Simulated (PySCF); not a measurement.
Compound: C5H8PSi (charge -1).
Atom-mapped SMILES: `[CH3:1][c:2]1[cH:3][cH:4][c:5]([SiH3:6])[p-:7]1`

NICS = −σ at a ghost point: NICS(0) at the centroid of the ring atoms, NICS(1) 1 Å to either side along the normal of their mean plane, zz for the tensor component along that normal. Level: GIAO PBE0/pcSseg-1 (PySCF, non-relativistic, gas phase) on the GFN2-xTB geometry, one conformer.

Ring bond lengths (Å), with Mayer bond orders in brackets: C2–C3 1.387 (1.43), C3–C4 1.389 (1.39), C4–C5 1.392 (1.44), C5–P7 1.772 (1.18), P7–C2 1.750 (1.30).

**Question.** Give the NICS values of each ring in ppm.

**Answer.** 
| ring | type | NICS(0) | NICS(1), two faces | NICS(1)zz, two faces | rms pucker (Å) | centre to ring atoms, mean (Å) |
| --- | --- | --- | --- | --- | --- | --- |
| C2–C3–C4–C5–P7 | 5-membered ring with P; formal bonds all aromatic | -11.5 | -10.9 / -10.9 | -28.0 / -28.3 | 0.00 | 1.30 |

**Question.** What do they say, and how far can they be read as aromaticity?

**Answer.** 
- C2–C3–C4–C5–P7: mean NICS(1)zz -28.1 ppm, shielded.

**Question.** What does the geometric index give? HOMA takes Krygowski's 1993 parameters.

**Answer.** 
- C2–C3–C4–C5–P7: HOMA 0.80; the largest term is that of C5–P7, α(R − Ropt)² = 0.66.

**Question.** Give the inner angles of the rings and the Hirshfeld charges of the ring atoms.

**Answer.** 
- C2–C3–C4–C5–P7: C2 112.1° (-0.111 e), C3 113.2° (-0.144 e), C4 113.7° (-0.129 e), C5 110.8° (-0.227 e), P7 90.2° (-0.187 e); sum 540.0° against 540° for a flat convex ring.

Cost: about 70 s of CPU time on one thread; the machine was shared, so the figure is rough. This is the whole shielding run at PBE0/pcSseg-1, SCF included.
